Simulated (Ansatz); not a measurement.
`C=[CH][GeH][Cl]` radical, relaxed with UKS PBE-D4/def2-SVP in Ansatz 0.2.0 from a rough embedded geometry. The force threshold is 0.03 eV/Å; the program also tests the step.

Charge 0, multiplicity 2.

Start:

```xyz
8

C    -0.856    0.097    0.858
C     0.363   -0.191    0.675
Ge    1.148    0.022   -1.064
Cl    0.164   -1.306   -2.437
H    -1.349    0.025    1.864
H    -1.540    0.484    0.067
H     0.979   -0.580    1.515
H     1.091    1.450   -1.478
```

Question: How much energy does the relaxation release, and in how many steps? (Best estimate.)

Answer: The calculation gave: 12.68 kcal/mol, in 16 steps, 1 of them rejected.

Question: Which bonds change most? (Estimate.)

Answer: The calculation gave: C1–C2 from 1.265 to 1.349 Å; Ge3–H8 from 1.488 to 1.569 Å; Ge3–Cl4 from 2.149 to 2.198 Å; C2–Ge3 from 1.920 to 1.946 Å.

Question: Give the relaxed structure. (Estimate.)

Answer: The calculation gave: 
```xyz
8

C    -0.979   -0.193    0.917
C     0.327    0.038    0.670
Ge    1.155   -0.217   -1.072
Cl   -0.466   -0.401   -2.545
H    -1.409   -0.065    1.926
H    -1.670   -0.499    0.113
H     1.010    0.326    1.491
H     2.032    1.011   -1.501
```
